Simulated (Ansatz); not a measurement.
Cost and result for the atomization energy of C₂H₆BFOSi (12 atoms, 13 bonds).

```json
{"atom": "B1", "x (Å)": "-1.050", "y (Å)": "1.218", "z (Å)": "0.210"}
{"atom": "C2", "x (Å)": "-0.874", "y (Å)": "0.372", "z (Å)": "1.524"}
{"atom": "F3", "x (Å)": "-1.342", "y (Å)": "0.555", "z (Å)": "2.724"}
{"atom": "O4", "x (Å)": "-0.183", "y (Å)": "-0.679", "z (Å)": "1.383"}
{"atom": "Si5", "x (Å)": "-0.252", "y (Å)": "-0.497", "z (Å)": "-0.455"}
{"atom": "C6", "x (Å)": "1.482", "y (Å)": "-0.717", "z (Å)": "-1.084"}
{"atom": "H7", "x (Å)": "-2.112", "y (Å)": "1.722", "z (Å)": "-0.015"}
{"atom": "H8", "x (Å)": "-0.109", "y (Å)": "1.989", "z (Å)": "0.221"}
{"atom": "H9", "x (Å)": "-1.069", "y (Å)": "-1.685", "z (Å)": "-0.822"}
{"atom": "H10", "x (Å)": "2.140", "y (Å)": "0.064", "z (Å)": "-0.698"}
{"atom": "H11", "x (Å)": "1.886", "y (Å)": "-1.695", "z (Å)": "-0.812"}
{"atom": "H12", "x (Å)": "1.482", "y (Å)": "-0.647", "z (Å)": "-2.176"}
```

The species carries charge 0 and has multiplicity 1. The bonds changed during the relaxation, so this is another structure than the one it started from. All single points use the PBE0-D4/def2-TZVP geometry. Program: Ansatz. All runs use 4 threads of an Arm Neoverse V1 on a shared host. Times are those of one run each, without the atoms' runs, and a repeat can differ threefold. Electronic energies, without spin–orbit coupling; frozen cores. CCSD(T)/CBS adds CCSD(T) − MP2 in def2-TZVPP to the MP2 limit, and its time is that of the two runs behind it. T1 = 0.016. B3LYP takes the VWN-RPA correlation (the form of Gaussian; ORCA's B3LYP/G).

CCSD(T)/CBS is a level of theory with its own doubt, some kJ/mol a heavy atom from the limit and from the frozen cores, so smaller differences don't rank the functionals.

| level | functions | wall time |
| --- | --- | --- |
| PBE-D4/def2-TZVPP (with forces) | 281 | 3.2 s |
| PBE0-D4/def2-TZVPP | 281 | 3.8 s |
| B3LYP-D4/def2-TZVPP (with forces) | 281 | 6 s |
| r2SCAN-D4/def2-TZVPP (with forces) | 281 | 6.5 s |
| B2PLYP/def2-TZVPP | 281 | 7.5 s |
| ωB97X-V/def2-TZVPP | 281 | 10 s |
| ωB97M-V/def2-TZVPP (with forces) | 281 | 15 s |
| MP2/def2-QZVPP | 535 | 32 s |
| CCSD(T)/def2-TZVPP | 281 | 5.5 min |
| CCSD(T)/CBS(def2) | – | 6 min |

Task: What atomization energy does each give, and how far from CCSD(T)/CBS? (Best estimate.)

Result: The calculation gave: 
```json
{"level": "PBE-D4/def2-TZVPP (with forces)", "atomization (kcal/mol)": "1130.6", "difference from CCSD(T)/CBS": "35.8", "per bond": "2.8"}
{"level": "PBE0-D4/def2-TZVPP", "atomization (kcal/mol)": "1105.9", "difference from CCSD(T)/CBS": "11.1", "per bond": "0.9"}
{"level": "B3LYP-D4/def2-TZVPP (with forces)", "atomization (kcal/mol)": "1097.8", "difference from CCSD(T)/CBS": "3.0", "per bond": "0.2"}
{"level": "r2SCAN-D4/def2-TZVPP (with forces)", "atomization (kcal/mol)": "1110.0", "difference from CCSD(T)/CBS": "15.2", "per bond": "1.2"}
{"level": "B2PLYP/def2-TZVPP", "atomization (kcal/mol)": "1086.9", "difference from CCSD(T)/CBS": "-7.9", "per bond": "-0.6"}
{"level": "ωB97X-V/def2-TZVPP", "atomization (kcal/mol)": "1104.1", "difference from CCSD(T)/CBS": "9.3", "per bond": "0.7"}
{"level": "ωB97M-V/def2-TZVPP (with forces)", "atomization (kcal/mol)": "1105.3", "difference from CCSD(T)/CBS": "10.5", "per bond": "0.8"}
{"level": "MP2/def2-QZVPP", "atomization (kcal/mol)": "1108.3", "difference from CCSD(T)/CBS": "13.5", "per bond": "1.0"}
{"level": "CCSD(T)/def2-TZVPP", "atomization (kcal/mol)": "1068.0", "difference from CCSD(T)/CBS": "-26.8", "per bond": "-2.1"}
{"level": "CCSD(T)/CBS(def2)", "atomization (kcal/mol)": "1094.8", "difference from CCSD(T)/CBS": "0.0", "per bond": "0.0"}
```

In def2-TZVPP, CCSD(T) changes the Hartree–Fock value by +270.5 kcal/mol (the triples alone add +19.0 kcal/mol) and MP2 by +294.9 kcal/mol; breaking electron pairs costs correlation energy, which Hartree–Fock lacks. The D4 term adds +9.6 kcal/mol with B3LYP and +5.0 kcal/mol with PBE0; it sums over pairs of atoms, weighted by their polarisabilities, and B3LYP, whose exchange is more repulsive, gets the larger term. From PBE to PBE0 (25 % exact exchange), in def2-TZVPP and without D4, the atomization energy moves by −23.8 kcal/mol: exact exchange takes away binding that semilocal exchange gives to molecules.
